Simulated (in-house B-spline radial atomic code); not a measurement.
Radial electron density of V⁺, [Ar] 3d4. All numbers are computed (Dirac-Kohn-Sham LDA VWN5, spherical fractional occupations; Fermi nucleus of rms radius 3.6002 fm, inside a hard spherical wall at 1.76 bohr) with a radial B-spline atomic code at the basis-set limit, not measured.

Columns: r (bohr), 4πr²n(r) (electrons per bohr), bar.

```
  0.0027   0.7181 #
 0.00318   0.9698 #
 0.00374    1.301 ##
 0.00439    1.732 ###
 0.00517    2.307 ###
 0.00607    3.038 ####
 0.00714    3.984 ######
  0.0084     5.18 ########
 0.00987    6.655 ##########
  0.0116    8.453 ############
  0.0137    10.66 ################
  0.0161    13.13 ###################
  0.0189    15.86 #######################
  0.0222    18.74 ############################
  0.0261    21.62 ################################
  0.0307    24.21 ####################################
  0.0361     26.2 #######################################
  0.0424     27.3 ########################################
  0.0499    27.32 ########################################
  0.0586    26.27 #######################################
   0.069    24.41 ####################################
  0.0811    22.42 #################################
  0.0953    21.07 ###############################
   0.112    21.09 ###############################
   0.132    22.81 ##################################
   0.155    25.68 ######################################
   0.182    28.55 ##########################################
   0.214    29.91 ############################################
   0.252    28.52 ##########################################
   0.296    24.41 ####################################
   0.348     18.8 ############################
    0.41    13.78 ####################
   0.482    11.32 #################
   0.566    11.74 #################
   0.666     13.9 ####################
   0.783    15.72 #######################
   0.921    15.49 #######################
    1.08    12.66 ###################
    1.27    7.748 ###########
     1.5    2.428 ####
    1.74  0.01537
```

On this grid the curve has 3 maxima, near 0.0499, 0.214, 0.783 bohr.

The 3d5/2 radial function P(r) = rR(r), positive near the nucleus, with its small component Q(r) (sign convention: Q ≈ (P' + κP/r)/2c):

```json
{"r (bohr)": "0.0261", "P": "0.00154", "Q": "-4.092e-05"}
{"r (bohr)": "0.0361", "P": "0.003785", "Q": "-9.866e-05"}
{"r (bohr)": "0.0499", "P": "0.009059", "Q": "-0.0002301"}
{"r (bohr)": "0.069", "P": "0.02099", "Q": "-0.0005157"}
{"r (bohr)": "0.0953", "P": "0.04647", "Q": "-0.001093"}
{"r (bohr)": "0.132", "P": "0.098", "Q": "-0.002183"}
{"r (bohr)": "0.182", "P": "0.1911", "Q": "-0.00398"}
{"r (bohr)": "0.252", "P": "0.3456", "Q": "-0.006625"}
{"r (bohr)": "0.348", "P": "0.563", "Q": "-0.009798"}
{"r (bohr)": "0.482", "P": "0.8173", "Q": "-0.01274"}
{"r (bohr)": "0.666", "P": "1.028", "Q": "-0.01429"}
{"r (bohr)": "0.921", "P": "1.08", "Q": "-0.01378"}
{"r (bohr)": "1.27", "P": "0.8089", "Q": "-0.0115"}
{"r (bohr)": "1.74", "P": "0.03722", "Q": "-0.007022"}
```
